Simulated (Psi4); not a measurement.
CH$_{3}$Cl$_{3}$Si (SMILES C[Si](Cl)(Cl)Cl), singlet, geometry from GFN2-xTB; CCSD(T)/STO-3G run with Psi4.

The Psi4 input:
```
memory 2 GB

molecule {
0 1
C    -2.08539302   -0.43002418    0.05735758
Si   -0.22565362   -0.04653152    0.00620648
Cl    0.68040569   -1.19502435   -1.39062803
Cl    0.06775652    1.90072752   -0.45554951
Cl    0.60976201   -0.42568869    1.80882858
H    -2.26630565   -1.46926637    0.31744164
H    -2.59468576    0.18660249    0.79274175
H    -2.55221147   -0.24599592   -0.90628735
}

set {
  basis sto-3g
  freeze_core true
  mp2_type conv
  scf_type pk
  puream true
  d_convergence 1e-8
}

energy('ccsd(t)')
print_variables()
```

Output, abridged:

```
   => Loading Basis Set <=

    Name: STO-3G
    Role: ORBITAL
    Keyword: BASIS

         ---------------------------------------------------------
                                   SCF
               by Justin Turney, Rob Parrish, Andy Simmonett
                          and Daniel G. A. Smith
                              RHF Reference
         ---------------------------------------------------------

  ==> Geometry <==

    Molecular point group: c1
    Full point group: C1

    Geometry (in Angstrom), charge = 0, multiplicity = 1:

       Center              X                  Y                   Z               Mass
    ------------   -----------------  -----------------  -----------------  -----------------
         C           -2.144051717339    -0.442120057132     0.058970956088    12.000000000000
         SI          -0.284312317339    -0.058627397132     0.007819856088    27.976926534650
         CL           0.621746992661    -1.207120227132    -1.389014653912    34.968852682000
         CL           0.009097822661     1.888631642868    -0.453936133912    34.968852682000
         CL           0.551103312661    -0.437784567132     1.810441956088    34.968852682000
         H           -2.324964347339    -1.481362247132     0.319055016088     1.007825032230
         H           -2.653344457339     0.174506612868     0.794355126088     1.007825032230
         H           -2.610870167339    -0.258091797132    -0.904673973912     1.007825032230

  Running in c1 symmetry.

  Rotational constants: A =      0.05852  B =      0.05852  C =      0.04414 [cm^-1]
  Rotational constants: A =   1754.48108  B =   1754.48108  C =   1323.22089 [MHz]
  Nuclear repulsion =  440.805403159818184

  Charge       = 0
  Multiplicity = 1
  Electrons    = 74
  Nalpha       = 37
  Nbeta        = 37

  ==> Algorithm <==

  SCF Algorithm Type is PK.
  DIIS enabled.
  MOM disabled.
  Fractional occupation disabled.
  Guess Type is SAD.
  Energy threshold   = 1.00e-08
  Density threshold  = 1.00e-08
  Integral threshold = 1.00e-12

  ==> Primary Basis <==

  Basis Set: STO-3G
    Blend: STO-3G
    Number of shells: 26
    Number of basis functions: 44
    Number of Cartesian functions: 44
    Spherical Harmonics?: true
    Max angular momentum: 1

  ==> Integral Setup <==

  Using in-core PK algorithm.
   Calculation information:
      Number of atoms:                   8
      Number of AO shells:              26
      Number of primitives:             78
[...]
  @RHF Final Energy: -1688.67830010495413
    Total Energy =                      -1688.6783001049541326
[...]

    Largest TIjAb Amplitudes:
      5   5   5   5        -0.0564965958
      6   6   4   4        -0.0564965948
      7   7   3   3        -0.0341336065
     15  15   3   3        -0.0333547231
      8   8   2   2        -0.0305809622
      9   9   1   1        -0.0305809619
      7  15   3   3        -0.0285560284
     15   7   3   3        -0.0285560284
      4   4   0   0        -0.0274261042
      3   3   6   6        -0.0260030989

    SCF energy       (wfn)                    = -1688.678300104954133
    Reference energy (file100)                = -1688.678300104953905

    Opposite-spin MP2 correlation energy      =   -0.086030597886032
    Same-spin MP2 correlation energy          =   -0.012064029448329
    Singles MP2 correlation energy            =   -0.000000000000000
    MP2 correlation energy                    =   -0.098094627334361
      * MP2 total energy                      = -1688.776394732288281

    Opposite-spin CCSD correlation energy     =   -0.115907079394271
    Same-spin CCSD correlation energy         =   -0.010788207091204
    Singles CCSD correlation energy           =    0.000000000000000
    CCSD correlation energy                   =   -0.126695286485475
      * CCSD total energy                     = -1688.804995391439434

            **************************
            *                        *
            *        CCTRIPLES       *
            *                        *
            **************************

    Wave function   =    CCSD_T
    Reference wfn   =      RHF

    Nuclear Rep. energy (wfn)                =  440.805403159818184
    SCF energy          (wfn)                = -1688.678300104954133
    Reference energy    (file100)            = -1688.678300104953905
    CCSD energy         (file100)            =   -0.126695286485475
    Total CCSD energy   (file100)            = -1688.804995391439434

    Number of ijk index combinations:              816
    Approx. words needed per explicit thread:            1372
    Number of threads for explicit ijk threading:    1

    MKL num_threads set to 1 for explicit threading.

    (T) energy                                =   -0.001740939651424
      * CCSD(T) total energy                  = -1688.806736331090860

  Variable Map:
  ----------------------------------------------------------------------------
[...]
  Array Variable Map:
  ----------------------------------------------------------------------------
[...]
[...]
```
